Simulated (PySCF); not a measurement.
Compound: C5H8B2S.
Z-matrix (Å and degrees, GFN2-xTB geometry), rows numbered from 1:
```
C 
S   1  1.8281
B   2  1.7766  1  105.70
C   3  1.5540  2  116.95  1  -179.69
C   4  1.3472  3  120.75  2   177.79
B   5  1.5501  4  121.10  3    -0.59
C   6  1.5543  5  117.67  4     3.10
C   7  1.3469  6  121.78  5    -3.06
H   1  1.0846  2  109.74  3    58.61
H   1  1.0850  2  109.56  3   -63.23
H   1  1.0849  2  106.79  3   177.76
H   4  1.0869  3  119.91  2    -1.94
H   5  1.0863  4  118.36  3  -179.81
H   6  1.1726  5  121.39  4  -176.14
H   7  1.0869  6  120.13  5   177.49
H   8  1.0874  3  121.54  2     2.29
```

The closed-shell SCF was solved with PySCF and density fitting under several settings on one GFN2-xTB geometry (grid level 2 and gas phase unless stated).

```json
{"settings": "PBE0/pcSseg-1", "basis functions": "183", "SCF cycles": "14", "E (Eh)": "-642.7360", "HOMO (eV)": "-7.54", "LUMO (eV)": "-3.21", "dipole (D)": "2.17"}
{"settings": "PBE0/def2-SVPD", "basis functions": "231", "SCF cycles": "14", "E (Eh)": "-642.5000", "HOMO (eV)": "-7.54", "LUMO (eV)": "-3.18", "dipole (D)": "2.18"}
{"settings": "wB97X/6-31G, IEF-PCM chloroform", "basis functions": "92", "SCF cycles": "13", "E (Eh)": "-643.0672", "HOMO (eV)": "-9.62", "LUMO (eV)": "-0.91", "dipole (D)": "2.34"}
```

Estimate the rows for these settings: (1) revPBE/6-31++G**, damping 0.2 at the start, DIIS from the seventh cycle; (2) PBE0/cc-pVDZ, fitting basis def2-universal-jkfit; (3) OPBE/pcSseg-1.

| settings | basis functions | SCF cycles | E (Eh) | HOMO (eV) | LUMO (eV) | dipole (D) |
| --- | --- | --- | --- | --- | --- | --- |
| revPBE/6-31++G**, damping 0.2 at the start, DIIS from the seventh cycle | 196 | 25 | -643.0843 | -6.39 | -3.85 | 2.45 |
| PBE0/cc-pVDZ, fitting basis def2-universal-jkfit | 156 | 10 | -642.8022 | -7.39 | -3.04 | 2.17 |
| OPBE/pcSseg-1 | 183 | 17 | -643.0389 | -6.49 | -3.91 | 2.42 |

Over all rows, what range does the HOMO–LUMO gap span?

From 2.54 eV (revPBE/6-31++G**, damping 0.2 at the start, DIIS from the seventh cycle) to 8.71 eV (wB97X/6-31G, IEF-PCM chloroform). The functional of the narrowest has no exact exchange, that of the widest range-separated exact exchange.

And the dipole moment?

From 2.17 D to 2.45 D; the largest is 1.13 times the smallest, and the median is 2.26 D.

Compare two rows with the functional PBE0: PBE0/pcSseg-1 and PBE0/cc-pVDZ, fitting basis def2-universal-jkfit. Which energy is lower, and by how much?

PBE0/cc-pVDZ, fitting basis def2-universal-jkfit (156 functions) lies 0.0662 Eh or 42 kcal/mol below PBE0/pcSseg-1 (183 functions). The smaller set gives the lower energy; the two sets aren't nested, so the variational bound doesn't order them by size.

Cycle counts include a coarse-grid stage where the run had one. All basis functions are spherical, in the Pople sets too. One conformer (not necessarily the lowest) at the GFN2-xTB geometry, without vibrations or thermal averaging.
